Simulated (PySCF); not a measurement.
HNaO, singlet, at a GFN2-xTB geometry (such geometries of metal compounds can be far from the true shape); PySCF with PBE/cc-pVDZ.

Input for PySCF:
```python
from pyscf import gto, scf, dft

mol = gto.M(
    atom='''
Na   -0.60708701   -0.34567032   -0.49916222
O     0.68596288    0.34473088    0.56471073
H     1.19025406    1.04452643    0.97309857
''',
    basis='cc-pvdz',
    verbose=4,
)

mf = dft.RKS(mol)
mf.xc = 'pbe'
mf.kernel()
```

It wrote (shortened):

```
PySCF version 2.14.0

[INPUT] verbose = 4
[INPUT] num. atoms = 3
[INPUT] num. electrons = 20
[INPUT] charge = 0
[INPUT] spin (= nelec alpha-beta = 2S) = 0
[INPUT] symmetry False subgroup None
[INPUT] Mole.unit = angstrom
[INPUT] Symbol           X                Y                Z      unit          X                Y                Z       unit  Magmom
[INPUT]  1 Na    -0.607087010000  -0.345670320000  -0.499162220000 AA   -1.147228182681  -0.653222234191  -0.943279887530 Bohr   0.0
[INPUT]  2 O      0.685962880000   0.344730880000   0.564710730000 AA    1.296281974818   0.651446949880   1.067148619303 Bohr   0.0
[INPUT]  3 H      1.190254060000   1.044526430000   0.973098570000 AA    2.249254192052   1.973868882570   1.838889789506 Bohr   0.0

nuclear repulsion = 32.2966517598208
number of shells = 13
number of NR pGTOs = 74
number of NR cGTOs = 37
basis = cc-pvdz
ecp = {}

******** <class 'pyscf.dft.rks.RKS'> ********
method = RKS
initial guess = minao
damping factor = 0
level_shift factor = 0
DIIS = <class 'pyscf.scf.diis.CDIIS'>
diis_start_cycle = 1
diis_space = 8
diis_damp = 0
SCF conv_tol = 1e-09
SCF conv_tol_grad = None
SCF max_cycles = 50
direct_scf = True
direct_scf_tol = 1e-13
XC library pyscf.dft.libxc version 7.1.2
    S. Lehtola, C. Steigemann, M. J. T. Oliveira, and M. A. L. Marques,  SoftwareX 7, 1–5 (2018)
XC functionals = pbe
    J. P. Perdew, K. Burke, and M. Ernzerhof,  Phys. Rev. Lett. 77, 3865 (1996)
    J. P. Perdew, K. Burke, and M. Ernzerhof,  Phys. Rev. Lett. 78, 1396 (1997)
    J. P. Perdew, K. Burke, and M. Ernzerhof,  Phys. Rev. Lett. 77, 3865 (1996)
    J. P. Perdew, K. Burke, and M. Ernzerhof,  Phys. Rev. Lett. 78, 1396 (1997)
radial grids:
    Treutler-Ahlrichs [JCP 102, 346 (1995); DOI:10.1063/1.469408] (M4) radial grids

becke partition: Becke, JCP 88, 2547 (1988); DOI:10.1063/1.454033
pruning grids: <function nwchem_prune>
grids dens level: 3
symmetrized grids: False
atomic radii adjust function: <function treutler_atomic_radii_adjust>
small_rho_cutoff = 0
Set gradient conv threshold to 3.16228e-05
Initial guess from minao.
tot grids = 41992
init E= -237.866940010338
  HOMO = -0.416033546728512  LUMO = -0.0880793309257797  gap/eV = 8.92409
cycle= 1 E= -237.669189290741  delta_E= 0.198  |g|= 1.09  |ddm|=  1.3
  HOMO = 0.0145199235450021  LUMO = 0.0167831344173349  gap/eV = 0.06159
cycle= 2 E= -232.317835476209  delta_E= 5.35  |g|= 3.06  |ddm|= 3.71
  HOMO = -0.335021962561577  LUMO = -0.0699476928676788  gap/eV = 7.21304
cycle= 3 E= -237.859543401758  delta_E= -5.54  |g|= 0.458  |ddm|= 3.55
  HOMO = -0.11889150641921  LUMO = -0.0561458630602014  gap/eV = 1.70740
cycle= 4 E= -237.915375548267  delta_E= -0.0558  |g|= 0.143  |ddm|= 0.614
  HOMO = -0.12724074386564  LUMO = -0.0596318062650192  gap/eV = 1.83973
cycle= 5 E= -237.920063647079  delta_E= -0.00469  |g|= 0.0324  |ddm|= 0.12
  HOMO = -0.132642975020671  LUMO = -0.062889222528784  gap/eV = 1.89810
cycle= 6 E= -237.920295033435  delta_E= -0.000231  |g|= 0.00608  |ddm|= 0.0246
  HOMO = -0.13347920038366  LUMO = -0.0634217200970206  gap/eV = 1.90636
cycle= 7 E= -237.920302374317  delta_E= -7.34e-06  |g|= 0.00111  |ddm|= 0.00326
  HOMO = -0.133649297248475  LUMO = -0.0634313910822142  gap/eV = 1.91073
cycle= 8 E= -237.920302680917  delta_E= -3.07e-07  |g|= 3.91e-05  |ddm|= 0.00105
  HOMO = -0.133643840461213  LUMO = -0.0634243899573823  gap/eV = 1.91077
cycle= 9 E= -237.920302681209  delta_E= -2.92e-10  |g|= 1.64e-05  |ddm|= 3.44e-05
  HOMO = -0.133633788951872  LUMO = -0.0634218844031138  gap/eV = 1.91056
Extra cycle  E= -237.920302680683  delta_E= 5.27e-10  |g|= 5.21e-05  |ddm|= 5.51e-05
converged SCF energy = -237.920302680683
```
